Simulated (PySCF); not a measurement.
Molfile (atoms numbered from 1):
```
C3H4F3PSi
     RDKit          3D

 12 11  0  0  0  0  0  0  0  0999 V2000
   -1.8469    0.4955    1.2543 F   0  0  0  0  0  0  0  0  0  0  0  0
   -2.4418   -0.1943    0.2652 C   0  0  0  0  0  0  0  0  0  0  0  0
   -2.7133    0.6910   -0.7069 F   0  0  0  0  0  0  0  0  0  0  0  0
   -3.6196   -0.6152    0.7454 F   0  0  0  0  0  0  0  0  0  0  0  0
   -1.3756   -1.6599   -0.3431 P   0  0  0  0  0  0  0  0  0  0  0  0
   -0.1047   -0.6960   -0.7529 C   0  0  0  0  0  0  0  0  0  0  0  0
    0.9631   -0.0103   -0.9667 C   0  0  0  0  0  0  0  0  0  0  0  0
    2.2649    0.3275    0.3877 Si  0  0  0  0  0  4  0  0  0  0  0  0
    1.1580    0.4366   -1.9322 H   0  0  0  0  0  0  0  0  0  0  0  0
    3.4749   -0.3761   -0.0432 H   0  0  0  0  0  0  0  0  0  0  0  0
    1.7697   -0.1747    1.6634 H   0  0  0  0  0  0  0  0  0  0  0  0
    2.4724    1.7753    0.4029 H   0  0  0  0  0  0  0  0  0  0  0  0
  1  2  1  0
  2  3  1  0
  2  4  1  0
  2  5  1  0
  5  6  2  0
  6  7  2  0
  7  8  1  0
  7  9  1  0
  8 10  1  0
  8 11  1  0
  8 12  1  0
M  END
```

Computed data (PySCF 2.14.0 with density-fitted response routines): coordinates at the GFN2-xTB level, shielding tensors at PBE0/pcSseg-1 (GIAO). One computed conformer, non-relativistic, equivalent nuclei averaged, no solvent model.

Referencing at the same level of theory: TMS for 13C (186.93 ppm), 1H (31.72 ppm), 29Si (349.16 ppm); 19F (170.95 ppm) vs CFCl3; 31P (318.38 ppm) vs H3PO4.

```tsv
atoms	nucleus	count	δ (ppm)
Si8	29Si	1	-64.2
F1/F3/F4	19F	3	?
C2	13C	1	142.3
C6	13C	1	269.9
H10/H11/H12	1H	3	4.44
C7	13C	1	107.0
P5	31P	1	?
H9	1H	1	6.47
```

Problem. Complete the table.

Solution. 
- F1/F3/F4: -53.6 ppm, fluorine of a CF3 group
- P5: 38.3 ppm, phosphorus bonded to 2 C

Shifts are as computed. Against solution values, carbons near 30 ppm lie about +3 ppm off and those near 130 ppm about +5 ppm. Of 1211 compounds with measured shifts, 218 miss one by over three times the rms of a fit or turn the order of signals round; such compounds aren't used in these exercises. Unscaled 19F shifts against computed CFCl3 carry errors that often reach 10 to 50 ppm. Experimental scales use liquid or dissolved standards, which lie at an offset from isolated H3PO4.
